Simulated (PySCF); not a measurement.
Compound: C3H5BrOSi.
Z-matrix (Å and degrees, PBE0-D3(BJ)/def2-SVP geometry), rows numbered from 1:
```
Br
C   1  1.9260
C   2  1.4874  1  113.39
C   3  1.3532  2  134.72  1     0.45
Si  4  1.8360  3   84.11  2  -179.89
O   3  1.3779  2  114.19  1  -179.60
H   2  1.0994  1  108.03  3   121.71
H   2  1.0994  1  108.10  3  -121.70
H   4  1.0858  3  128.38  2    -0.01
H   5  1.4886  4  120.54  3   107.74
H   5  1.4884  4  120.62  3  -108.29
```

Theory: PBE0-D3(BJ)/def2-SVP geometry optimisation, gas phase (PySCF 2.14.0).

Take the most abundant isotopes and a rigid rotor. The values belong to one conformer with, in the numbering `[Br:1][CH2:2][C:3]1=[CH:4][SiH2:5][O:6]1`, Br1–C2–C3–C4 0°.

Problem. What are A, B and C (GHz)?

Solution. Ia = 64.71, Ib = 670.02, Ic = 725.55 u·Å²; 505379 MHz·u·Å²/I gives 7810, 754.3 and 696.5 MHz, that is A = 7.8100, B = 0.7543, C = 0.6965 GHz.

Problem. Classify the top.

Solution. A near-prolate asymmetric top; Ray's κ = -0.984.

Problem. Is it planar, by Δ = Ic − Ia − Ib?

Solution. Not planar: Δ = Ic − Ia − Ib = -9.18 u·Å². For a rigid frame Δ = −2 Σ m c², so Σ m c² = 4.59 u·Å² lies off the ab plane, practically all of it from hydrogen. The atom farthest from that plane is 1.23 Å away.

Problem. Give the coordinates in the principal-axis frame, origin at the centre of mass.

Solution. The sense of each axis is arbitrary; atoms in the order of the calculation.
```csv
atom,mass (u),a (Å),b (Å),c (Å)
Br1,78.918,-1.879,-0.132,0.001
C2,12.000,-0.335,1.020,-0.004
C3,12.000,0.955,0.278,-0.004
C4,12.000,1.301,-1.030,-0.007
Si5,27.977,3.018,-0.381,0.003
O6,15.995,2.071,1.086,0.001
H7,1.008,-0.391,1.661,-0.896
H8,1.008,-0.388,1.667,0.883
H9,1.008,0.650,-1.900,-0.012
H10,1.008,3.858,-0.484,1.227
H11,1.008,3.875,-0.484,-1.210
```

Problem. Which types of transition are allowed, and where do some lines up to J = 2 fall?

Solution. The dipole components are |μa| = 1.01 D, |μb| = 0.14 D, |μc| = 0.00 D; the mirror of this Cs structure is the ab plane, so μc vanishes by symmetry (the 0.01 D computed is a residue) and there are no c-type lines. Intensities carry the squares of the components, which stand as 1.00 : 0.02 (a : b). Some of the stronger lines:

```
type  branch         J(Ka,Kc)    MHz  lower level (cm⁻¹)
   a       R  1(0,1) ← 0(0,0)   1451               0.000
   a       R  2(1,2) ← 1(1,1)   2844               0.284
   a       R  2(0,2) ← 1(0,1)   2901               0.048
   a       R  2(1,1) ← 1(1,0)   2959               0.286
   b       Q  1(1,0) ← 1(0,1)   7113               0.048
   b       Q  2(1,1) ← 2(0,2)   7171               0.145
   b       R  1(1,1) ← 0(0,0)   8506               0.000
   b       R  2(1,2) ← 1(0,1)   9900               0.048
   b       Q  2(2,1) ← 2(1,2)  21340               0.379
   b       R  2(2,1) ← 1(1,0)  24126               0.286
   b       R  2(2,0) ← 1(1,1)  24184               0.284
```

Not checked by PBE0-D3(BJ)/def2-SVP frequencies. No vibrational averaging or centrifugal distortion is included, and the geometry carries the error of its method. Quadrupole hyperfine structure (79Br) is left out.

On Arm Neoverse V2, one thread, shared host with 96 logical CPUs at a one-minute load of 54, this took 70 s of wall time and 0.51 GiB of memory at its peak. These figures are those of the optimisation.
